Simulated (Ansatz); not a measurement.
Total energies of Cl₃HNTa, SMILES `[NH]=[Ta]([Cl])([Cl])[Cl]`.

Cartesian coordinates in Å:
```
N -0.481 0.202 -1.237
Ta 0.144 -0.061 0.371
Cl 1.572 1.664 0.851
Cl -1.635 -0.090 1.812
Cl 1.243 -2.070 0.369
H -0.842 0.354 -2.165
```

Charge 0, multiplicity 1. Correlated methods include outer-core shells of Ta, which these sets cover unevenly. Ta takes the def2 core potential. All single points use the PBE0-D4/def2-TZVP geometry. It is one conformer, not always the lowest. Basis def2-TZVPP, the Gaussian-basis code of Ansatz.

RPA on PBE orbitals: Hartree–Fock energy of these orbitals -1490.15320 Eh, correlation -1.80503 Eh (frozen core).

```csv
functional,energy without D4 (Eh),D4 term (kJ/mol)
LDA (SPW92),-1488.29649,–
PBE,-1492.70678,-22.0
revPBE,-1493.09037,-46.8
BLYP,-1493.26212,-45.0
r2SCAN,-1493.21303,-5.2
B97M-V,-1492.93751,–
PBE0,-1492.76536,-19.3
B3LYP,-1493.35616,-36.0
r2SCANh,-1493.18033,-5.7
r2SCAN0,-1493.13295,-6.5
HSE06 (plane-wave form),-1492.73911,-18.5
BHLYP,-1493.13285,-34.6
CAM-B3LYP,-1493.25977,-20.4
LC-ωPBE,-1492.88616,–
ωB97X-V,-1493.03495,–
ωB97M-V,-1493.12160,–
B2PLYP,-1492.76213,–
PBE-QIDH,-1492.42272,–
```

B3LYP takes the VWN-RPA correlation (the form of Gaussian; ORCA's B3LYP/G). HSE06 is the plane-wave form, built on full-range PBE exchange. The double hybrids freeze the cores in their second-order part.

LC-ωPBE has ω = 0.4 bohr⁻¹.
